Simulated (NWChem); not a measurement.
System: CsCl; SMILES [Cs][Cl]

Program: NWChem. All runs use the structure optimised with PBE0/def2-SVP. def2 effective core potentials on Cs; no spin-orbit coupling. B3LYP is NWChem's, with the RPA form of VWN correlation. Static field.

Problem. Among these, which level gives the lowest value of “isotropic polarisability (bohr³)”?
A) PBE/def2-SVPD
B) BHandHLYP/def2-SVPD
C) B3LYP/def2-SVPD
D) Hartree-Fock/def2-SVPD

Solution. D, Hartree-Fock/def2-SVPD. Values: Hartree-Fock/def2-SVPD 40.6; BHandHLYP/def2-SVPD 44.3; B3LYP/def2-SVPD 49.0; PBE/def2-SVPD 53.2
